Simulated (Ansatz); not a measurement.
BeH3N (SMILES [BeH][NH2]) moved off its minimum; all values from Ansatz (a quantum-chemistry and plane-wave program), cores frozen in correlated methods.
(charge 0, multiplicity 1)
```xyz
5

Be    -0.6523    -0.2115    -0.8286
H     -1.3425    -0.2668    -1.8285
N      0.3109    -0.0869     0.6218
H      0.8765    -0.4774     0.5877
H      0.4633     0.8314     0.9622
```

### Question
Give the forces (eV/Å), the total energy and the dipole at CCSD(T)/aug-cc-pVTZ.

### Answer

| atom | Fx | Fy | Fz |
|---|---|---|---|
| Be1 | 2.935 | 0.541 | 4.691 |
| H2 | -1.303 | -0.170 | -1.863 |
| N3 | -39.759 | 25.073 | -1.517 |
| H4 | 38.024 | -26.046 | -1.665 |
| H5 | 0.103 | 0.601 | 0.353 |
Energy -70.9783 hartree, dipole 0.82 D.
